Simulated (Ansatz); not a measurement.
Abridged output of a molecular run in Ansatz:

```
Functional definition: HF
1710 factors; integrals over basis functions are off by at most 1.0e-3 eV
mean field evaluation 1: about -12146.5021 eV, gradient 4.0e1 eV
mean field evaluation 2: about -12146.7649 eV, gradient 4.0e1 eV
mean field evaluation 4: about -12150.5413 eV, gradient 3.8e0 eV
mean field evaluation 8: about -12150.5987 eV, gradient 3.8e-1 eV
mean field evaluation 16: about -12150.5995 eV, gradient 2.0e-6 eV
mean field -12150.59947520 eV, -446.5262947416 hartree, gradient 2.0e-6 eV, S^2 0.000000; 0 other end points of the search recorded, 0 dependent functions left out
8 core orbitals not correlated: weight in the atoms' cores, before any rotation towards them, 1.000 or more for the frozen orbitals, at most 0.000 for the correlated occupied ones
reference -12150.59947520 eV, -446.5262947416 hartree; 20, 20 occupied and 230, 230 virtual orbitals, 1710 factors
second order -30.24088532 eV of doubles, -0.00000000 eV of singles
cycle   1  -30.04784458 eV  change    1.9e-1 eV  update   1.2e-1
cycle   2  -30.79750237 eV  change   -7.5e-1 eV  update   3.6e-2
cycle   3  -30.94555440 eV  change   -1.5e-1 eV  update   1.8e-2
cycle   4  -30.93018118 eV  change    1.5e-2 eV  update   4.6e-3
cycle   5  -30.92665279 eV  change    3.5e-3 eV  update   1.7e-3
cycle   6  -30.92737093 eV  change   -7.2e-4 eV  update   5.9e-4
cycle   7  -30.92718950 eV  change    1.8e-4 eV  update   2.1e-4
cycle   8  -30.92712669 eV  change    6.3e-5 eV  update   8.2e-5
cycle   9  -30.92716246 eV  change   -3.6e-5 eV  update   3.9e-5
cycle  10  -30.92718018 eV  change   -1.8e-5 eV  update   1.3e-5
perturbative correction -1.13069333 eV, -0.0415522133 hartree
Total energy: -12182.65734871 eV, -447.7043998633 hartree
```

Its atoms:

Cartesian coordinates in Å:
```
C -0.3771 0.7123 -2.1383
C -0.0095 0.4987 -0.8773
F 0.6944 1.4529 -0.2279
N -0.2081 -0.5610 -0.0533
Sn 0.3361 -0.5690 1.9112
H -0.9432 -0.0327 -2.6776
H -0.1051 1.6335 -2.6294
H -0.7429 -1.3125 -0.4544
H -0.2292 -2.0905 2.4297
H 2.0293 -0.4457 2.0054
H -0.4446 0.7139 2.7117
```

**Question.** Which basis set was used?
A. def2-SVP
B. def2-SVPD
C. def2-TZVPP
D. cc-pV(Q+d)Z

**Answer.** C. It gives 258 functions.

**Question.** Write the keys of the input that set method, charge and spin (a neutral closed shell needs none for the last two).

**Answer.** 
```yaml
correlation: {method: ccsd_t}
```
